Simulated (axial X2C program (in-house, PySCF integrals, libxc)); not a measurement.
# Low determinants of WB at the PBE0 level, spin-free

Calculated with an in-house all-electron X2C program for linear molecules (integrals from PySCF). Spin-free means the one-electron spin-free X2C Hamiltonian. Basis: W dyall-v3z [13s14p9d7f2g], B dyall-v3z [7s6p2d1f] (cores contracted in-house); Gaussian nuclei, density fitting, unrestricted open shells. Masses: W 183.951 u, B 11.009 u.

Search at 2.082 Å (vertical energies from the lowest determinant):

```
ΔE (eV)             state  electrons beyond evenly filled partner blocks  electrons in σ, π, δ, φ
   0.00  M_S = 5/2, Λ = 0                         σα, π+α, π-α, δ+α, δ-α               31 30 14 4
   0.04  M_S = 5/2, Λ = 1                2 × σα, π+α, π+β, π-α, δ+α, δ-α               30 31 14 4
   0.36  M_S = 3/2, Λ = 1                        π+α, π+β, π-α, δ+α, δ-α               30 31 14 4
   0.78  M_S = 7/2, Λ = 1                 2 × σα, 2 × π+α, π-α, δ+α, δ-α               30 31 14 4
   1.12  M_S = 3/2, Λ = 1                         σα, π+α, π-α, π-β, δ+α               31 31 13 4
   1.12  M_S = 3/2, Λ = 3                         σα, π+α, π+β, π-α, δ+α               31 31 13 4
   1.22  M_S = 3/2, Λ = 0                         σβ, π+α, π-α, δ+α, δ-α               31 30 14 4
```

Lowest determinant, M_S = 5/2, Λ = 0 (beyond evenly filled blocks: σα, π+α, π-α, δ+α, δ-α): Re = 2.098 Å, ωe = 568.0 cm⁻¹.

The determinant in row 2 of the search, M_S = 5/2, Λ = 1 (beyond evenly filled blocks: 2 × σα, π+α, π+β, π-α, δ+α, δ-α), was followed along the bond at PBE0; measured from the minimum of the lowest determinant it gives:

Te = -0.109 eV (-881 cm⁻¹), Re = 1.946 Å, ωe = 742.8 cm⁻¹.

Compare the bond of the determinant in row 2 with that of the lowest one.

At PBE0 its Re is 0.152 Å shorter and its force constant, which goes as ωe², is 1.71 times that of the lowest determinant. This determinant mixes spin states, so it has no term energy of its own.

The search compares states at one distance, so a state with another bond length can lie lower; it is not exhaustive and yields mostly the lowest determinant of each block pattern, so other components and higher states of one pattern are missing. These are energies of single determinants, not of spin-adapted states; PBE0 term energies can be off by some tenths of an eV, and the functional has no current term. The lowest determinant need not be the ground state where others lie within half an eV. Spin–orbit coupling is large for these atoms, so the spin-free order is a model. Row 1 is spin-contaminated (⟨S²⟩ = 8.83 against 8.75), so its values are not those of a pure state. Row 2 is spin-contaminated (⟨S²⟩ = 8.83 against 8.75), so its values are not those of a pure state.
